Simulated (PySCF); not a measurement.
Species: CH9BN2Si.
Numbering: `[BH2:1][NH:2][Si@H:3]([CH3:4])[NH2:5]` (hydrogens: H6, H7 on B1; H8 on N2; H9 on Si3; H10, H11, H12 on C4; H13, H14 on N5)

Computed by this run: PBE0-D3(BJ)/def2-SVP geometry optimisation, gas phase in PySCF 2.14.0; density fitting, grid level 1; the optimiser is geomeTRIC in internal coordinates, started from a GFN2-xTB structure with every atom displaced at random (about 0.01 Å).

Step 7: E = -12705.1873 eV
```
atom  x, y, z in Å  |  force x, y, z in eV/Å
B1      1.8388   -1.1538   -1.0058    0.029  -0.053  -0.020
N2      0.5965   -1.0719   -0.3732   -0.062  -0.012   0.006
Si3    -0.0460    0.3562    0.4467    0.027  -0.046   0.076
C4     -1.7456   -0.0416    1.1110   -0.002  -0.013  -0.004
N5     -0.1423    1.6142   -0.7353    0.004  -0.006  -0.101
H6      2.5648   -0.1801   -0.9952    0.008   0.004   0.003
H7      2.1840   -2.1754   -1.5615   -0.011   0.039   0.019
H8     -0.0014   -1.8935   -0.4025    0.017   0.028  -0.016
H9      0.8641    0.6596    1.5991    0.002   0.015  -0.010
H10    -2.4237   -0.3419    0.2970    0.001   0.004  -0.002
H11    -2.1890    0.8333    1.6115    0.002   0.016  -0.002
H12    -1.6995   -0.8538    1.8537    0.003  -0.004   0.000
H13    -0.4516    2.5400   -0.4602   -0.010   0.017   0.026
H14     0.6306    1.6885   -1.3903   -0.007   0.010   0.026
```

Step 8: E = -12705.1929 eV
```
atom  x, y, z in Å  |  force x, y, z in eV/Å
B1      1.8729   -1.1928   -0.9417    0.051  -0.124  -0.048
N2      0.5802   -1.0677   -0.4292   -0.108   0.030   0.006
Si3    -0.0396    0.3599    0.4098    0.079  -0.125   0.190
C4     -1.7187   -0.0271    1.1309   -0.029  -0.040   0.013
N5     -0.1742    1.6311   -0.7444   -0.048   0.051  -0.209
H6      2.6566   -0.2788   -0.7835    0.001   0.003   0.013
H7      2.2047   -2.1963   -1.5407   -0.015   0.072   0.031
H8     -0.0715   -1.8320   -0.5874    0.039   0.033  -0.029
H9      0.9179    0.6254    1.5321   -0.004   0.042  -0.028
H10    -2.4362   -0.3172    0.3472    0.013   0.013  -0.009
H11    -2.1369    0.8415    1.6633    0.010   0.026  -0.011
H12    -1.6440   -0.8491    1.8606    0.003   0.001  -0.006
H13    -0.6070    2.5160   -0.5077   -0.005   0.009   0.046
H14     0.5756    1.7668   -1.4143    0.013   0.007   0.041
```

Step 9: E = -12705.1967 eV
```
atom  x, y, z in Å  |  force x, y, z in eV/Å
B1      1.8755   -1.2025   -0.9399    0.020   0.010   0.031
N2      0.5811   -1.0636   -0.4327   -0.038   0.001   0.011
Si3    -0.0372    0.3610    0.4116    0.051  -0.051   0.070
C4     -1.7156   -0.0289    1.1325   -0.009  -0.017   0.019
N5     -0.1839    1.6305   -0.7492   -0.070  -0.008  -0.107
H6      2.6664   -0.2981   -0.7618    0.015  -0.007  -0.004
H7      2.2000   -2.1989   -1.5478   -0.007   0.005   0.002
H8     -0.0740   -1.8214   -0.6016   -0.016   0.007  -0.034
H9      0.9208    0.6405    1.5288    0.011   0.018  -0.022
H10    -2.4300   -0.3205    0.3468    0.008   0.008  -0.007
H11    -2.1337    0.8433    1.6597    0.006   0.007  -0.008
H12    -1.6410   -0.8487    1.8646   -0.005   0.004  -0.003
H13    -0.6192    2.5125   -0.5044    0.008   0.006   0.029
H14     0.5706    1.7746   -1.4115    0.027   0.016   0.025
```

Step 10: E = -12705.2022 eV
```
atom  x, y, z in Å  |  force x, y, z in eV/Å
B1      1.8823   -1.2151   -0.9224   -0.034   0.057   0.076
N2      0.5757   -1.0588   -0.4477    0.140   0.022   0.053
Si3    -0.0326    0.3603    0.4082   -0.062   0.082  -0.128
C4     -1.7062   -0.0317    1.1391    0.035   0.040   0.029
N5     -0.2151    1.6243   -0.7663   -0.083  -0.102   0.079
H6      2.7031   -0.3482   -0.6953   -0.044   0.007   0.008
H7      2.1901   -2.1956   -1.5546    0.029  -0.099  -0.054
H8     -0.0888   -1.7973   -0.6561   -0.046   0.003  -0.048
H9      0.9365    0.6690    1.5052    0.039  -0.029  -0.007
H10    -2.4174   -0.3246    0.3516   -0.007  -0.005  -0.002
H11    -2.1196    0.8500    1.6549   -0.012  -0.023   0.004
H12    -1.6328   -0.8457    1.8770   -0.015   0.004   0.001
H13    -0.6484    2.4999   -0.4922    0.023   0.010  -0.009
H14     0.5529    1.7933   -1.4064    0.040   0.033  -0.004
```

Question: Estimate the geometry and energy of step 11. (The exact step hangs on the optimiser's Hessian estimate; all steps are aligned on step 10, rigid shifts and turns removed.)

Answer: E = -12705.2070 eV, largest force 0.250 eV/Å
```
atom  x, y, z in Å  |  force x, y, z in eV/Å
B1      1.8910   -1.2392   -0.9016   -0.033   0.138   0.117
N2      0.5733   -1.0524   -0.4694    0.139  -0.077   0.025
Si3    -0.0298    0.3620    0.3941   -0.109   0.128  -0.184
C4     -1.6938   -0.0316    1.1468    0.061   0.059   0.018
N5     -0.2530    1.6222   -0.7847   -0.038  -0.114   0.157
H6      2.7152   -0.3964   -0.6090    0.016  -0.016  -0.022
H7      2.2004   -2.2074   -1.5535    0.004  -0.078  -0.031
H8     -0.1032   -1.7651   -0.7243   -0.070   0.012  -0.047
H9      0.9593    0.6883    1.4668    0.044  -0.048  -0.001
H10    -2.4080   -0.3256    0.3625   -0.018  -0.015   0.005
H11    -2.1027    0.8551    1.6575   -0.018  -0.028   0.012
H12    -1.6180   -0.8416    1.8882   -0.013  -0.002   0.003
H13    -0.6787    2.4911   -0.4765    0.007   0.014  -0.033
H14     0.5278    1.8205   -1.4018    0.029   0.028  -0.018
```

The energy changes by -0.0048 eV. The first-order estimate −F·Δx gives -0.0072 eV and the mean of the old and new forces, exact on a quadratic surface, -0.0050 eV. The step makes an angle of 82° with the force vector and moves no atom by more than 0.100 Å.

What follows is the cost of the whole optimisation. Time: 68 s of wall time; peak memory 0.49 GiB. Hardware: one thread, Intel Xeon 6975P-C (x86_64), on a shared host.
